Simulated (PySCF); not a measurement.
PySCF input file for C3H9FOSi, SMILES CC(C)(F)[SiH2]O, SMD-M06-2X/6-31G*. Geometry optimised at r2SCAN-D4/def2-SVP. This is a generated structure with no PubChem entry under its InChIKey; it may be hypothetical. The values are those of a single conformer.

```python
import numpy as np
from pyscf import gto, scf, dft
from pyscf.solvent import smd

mol = gto.M(
    atom='''
    C    -0.99193999   -1.17838096    0.97720533
    C    -0.69742501   -0.09524988   -0.04185860
    C    -1.89015401    0.78965201   -0.33293598
    F    -0.36624187   -0.77247984   -1.26971071
    Si    0.95010863    0.81720319    0.28972316
    O     2.14804720   -0.33035637    0.11665136
    H    -1.82708295   -1.80949200    0.62948542
    H    -0.11012147   -1.81897826    1.13356886
    H    -1.26949588   -0.73379378    1.94596828
    H    -1.66871742    1.50107078   -1.14306005
    H    -2.17306270    1.36404516    0.56407297
    H    -2.75652398    0.17787872   -0.63673072
    H     1.04996191    1.35723842    1.67422576
    H     1.06091185    1.92993277   -0.70350787
    H     1.98152287   -0.90970390   -0.64042561
    ''',
    basis='6-31G*',
    charge=0,
    spin=0,
    max_memory=1600,
    verbose=3,
)
mf = dft.RKS(mol, xc='m06-2x').density_fit(auxbasis='def2-universal-jkfit')
mf.grids.level = 4
mf.conv_tol = 1e-9
mf.max_cycle = 100
mf.kernel()
res = {}
for name in ['water', 'acetonitrile', 'methanol']:
    s = mf.SMD()
    s.with_solvent.solvent, s.with_solvent.sasa_ng = name, 194
    s.kernel(mf.make_rdm1())
    res[name] = (s.e_tot, s.with_solvent.get_cds(), s.dip_moment(), s.mo_energy, s.converged)
    print(f'SMD {name}: dG(solv) = {(s.e_tot - mf.e_tot) * 627.509474:.3f} kcal/mol, of which CDS {res[name][1] * 627.509474:.3f}')
```

Output:

```
converged SCF energy = -584.149541347598
converged SCF energy = -584.154500186981
Dipole moment(X, Y, Z, Debye): -2.25129,  0.37997,  0.50746
SMD water: dG(solv) = -3.112 kcal/mol, of which CDS 4.041
converged SCF energy = -584.157400749589
Dipole moment(X, Y, Z, Debye): -2.10982,  0.36424,  0.58769
SMD acetonitrile: dG(solv) = -4.932 kcal/mol, of which CDS -0.347
converged SCF energy = -584.159964972205
Dipole moment(X, Y, Z, Debye): -2.23514,  0.37470,  0.50213
SMD methanol: dG(solv) = -6.541 kcal/mol, of which CDS 0.397
```

Self-consistency was reached.

Cost: about 2.5 core-minutes (a rough figure).
